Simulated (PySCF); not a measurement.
Species: C3H7FSi.
Numbering: `[CH2:1]=[CH:2][C@H:3]([F:4])[SiH3:5]` (hydrogens: H6, H7 on C1; H8 on C2; H9 on C3; H10, H11, H12 on Si5)

The same species was optimised twice, with GFN2-xTB and with PBE0-D3(BJ)/def2-SVP (PySCF), and the same property calculations (PySCF, gas phase) were run on both structures.

```
     coordinate  GFN2-xTB  PBE0-D3(BJ)/def2-SVP  change
    Si5–H11 (Å)     1.462                 1.494  +0.032
    Si5–H10 (Å)     1.460                 1.492  +0.032
    Si5–H12 (Å)     1.461                 1.493  +0.032
      C1–H7 (Å)     1.078                 1.095  +0.017
     C3–Si5 (Å)     1.933                 1.916  -0.017
      C1–H6 (Å)     1.076                 1.092  +0.016
      C2–H8 (Å)     1.081                 1.097  +0.016
      C1=C2 (Å)     1.321                 1.334  +0.013
      C3–H9 (Å)     1.095                 1.105  +0.010
      C2–C3 (Å)     1.485                 1.489  +0.004
      C3–F4 (Å)     1.393                 1.390  -0.003
   F4–C3–H9 (°)     105.6                 108.3    +2.7
H11–Si5–H12 (°)     112.4                 109.8    -2.6
 C3–Si5–H11 (°)     106.5                 109.1    +2.6
 C3–Si5–H12 (°)     107.3                 109.6    +2.3
  Si5–C3–H9 (°)     111.1                 109.2    -1.9
H10–Si5–H11 (°)     111.4                 109.9    -1.5
H10–Si5–H12 (°)     111.1                 109.7    -1.4
 C3–Si5–H10 (°)     107.9                 108.9    +1.0
C1–C2–C3–F4 (°)      -152                  -142     +10
```

Rotational constants: A = 4976, B = 2915, C = 2005 MHz (GFN2-xTB) against A = 5132, B = 2801, C = 1987 MHz (PBE0-D3(BJ)/def2-SVP). Point groups within 0.08 Å: C1 and C1.

On the GFN2-xTB structure: C1s of C1 (eV) 290.28 [delta-SCF UKS SCAN, pcX-2 on the ionised atom, pcseg-1 elsewhere, spin-free X2C]; C1s of C2 (eV) 290.83 [delta-SCF UKS SCAN, pcX-2 on the ionised atom, pcseg-1 elsewhere, spin-free X2C]; C1s of C3 (eV) 292.51 [delta-SCF UKS SCAN, pcX-2 on the ionised atom, pcseg-1 elsewhere, spin-free X2C]; F1s of F4 (eV) 692.07 [delta-SCF UKS SCAN, pcX-2 on the ionised atom, pcseg-1 elsewhere, spin-free X2C]; Si1s of Si5 (eV) 1846.52 [delta-SCF UKS SCAN, pcX-2 on the ionised atom, pcseg-1 elsewhere, spin-free X2C]; Si2p of Si5 (eV) 107.04 [delta-SCF UKS SCAN, pcX-2 on the ionised atom, pcseg-1 elsewhere, spin-free X2C].

Question: What do these properties become on the PBE0-D3(BJ)/def2-SVP structure?

Answer: 
| property | level | on GFN2-xTB | on PBE0-D3(BJ)/def2-SVP | change |
| --- | --- | --- | --- | --- |
| C1s of C1 (eV) | delta-SCF UKS SCAN, pcX-2 on the ionised atom, pcseg-1 elsewhere, spin-free X2C | 290.28 | 290.48 | +0.20 |
| C1s of C2 (eV) | delta-SCF UKS SCAN, pcX-2 on the ionised atom, pcseg-1 elsewhere, spin-free X2C | 290.83 | 290.95 | +0.12 |
| C1s of C3 (eV) | delta-SCF UKS SCAN, pcX-2 on the ionised atom, pcseg-1 elsewhere, spin-free X2C | 292.51 | 292.63 | +0.12 |
| F1s of F4 (eV) | delta-SCF UKS SCAN, pcX-2 on the ionised atom, pcseg-1 elsewhere, spin-free X2C | 692.07 | 692.12 | +0.05 |
| Si1s of Si5 (eV) | delta-SCF UKS SCAN, pcX-2 on the ionised atom, pcseg-1 elsewhere, spin-free X2C | 1846.52 | 1846.60 | +0.08 |
| Si2p of Si5 (eV) | delta-SCF UKS SCAN, pcX-2 on the ionised atom, pcseg-1 elsewhere, spin-free X2C | 107.04 | 107.09 | +0.05 |

The heavy atoms differ by 0.055 Å rms after alignment. Among all bonds Si5–H10, Si5–H11 and Si5–H12 change most and about equally (+0.032 Å). Changes are differences of the printed values. Neither structure is proved a minimum here.

Conformer computed: `[CH2:1]=[CH:2][C@H:3]([F:4])[SiH3:5]`: C1–C2–C3–F4 -142°.
